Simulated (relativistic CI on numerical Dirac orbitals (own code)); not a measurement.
Spin-allowed bands of a d2 ion in an octahedral site, by hand

Problem. Take Δ = 16800 cm⁻¹ and B = 810 cm⁻¹ for a d2 ion in an octahedral site. Calculate the three spin-allowed bands.

Working.
1. The terms of highest spin are 3F (energy 0) and 3P (15B = 12150 cm⁻¹). Here the F term splits into A2 at +1.2Δ = 20160, T2 at +0.2Δ = 3360 and T1 at −0.6Δ = -10080 cm⁻¹.
2. The two T1 states mix through the element 0.4Δ: H = [[-10080, 6720], [6720, 12150]], with roots ½(H₁₁ + H₂₂) ∓ ½√[(H₂₂ − H₁₁)² + 4H₁₂²] = ½(2070) ∓ ½(25977) = -11954 and 14024 cm⁻¹.
3. The ground term is 3T1 at -11954 cm⁻¹.
4. Bands: 3T2 15314 cm⁻¹ (653 nm), 3T1(P) 25977 cm⁻¹ (385 nm), 3A2 32114 cm⁻¹ (311 nm).

Check. Exact diagonalisation of the whole d2 shell with these parameters gives 3T2 15314, 3T1 25977, 3A2 32114 cm⁻¹. The match is exact, since without spin-orbit coupling no other term has this spin. The ratio of the second band to the first, 1.696, depends on Δ/B = 20.7 alone, which is how a Tanabe-Sugano diagram is read.
